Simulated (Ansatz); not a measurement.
Molecule: BeH₂, net charge -1, doublet state. 
Coordinates optimised at B3LYP-D3(BJ)/def2-TZVP (Ansatz, a first-principles code):
```
Be
H 1 1.3944
H 1 1.3944 2 126.04
```
Charge -1, spin multiplicity 2.

Basis-set convergence of Hartree-Fock and CCSD(T) correlation energies (hartree) with Ansatz. Cores are frozen in the correlated levels unless marked. UHF or UKS for open shells. Spin-orbit coupling is left out. Non-relativistic.

```json
[
 {"basis": "def2-SVPD", "functions": "28", "E(HF)": "-15.72009", "E(corr, CCSD(T))": "-0.07339"},
 {"basis": "def2-TZVPPD", "functions": "56", "E(HF)": "-15.73853", "E(corr, CCSD(T))": "-0.08574"},
 {"basis": "def2-QZVPPD", "functions": "102", "E(HF)": "-15.73944", "E(corr, CCSD(T))": "-0.09042"}
]
```

Extrapolating the two largest sets (X = 3 and 4) as X^-3: E(corr) = (64·(-0.09042) - 27·(-0.08574))/37 = -0.0938 Eh, an estimate of the basis-set limit. The largest set recovers 96.4 % of it, the smallest 78.2 %.
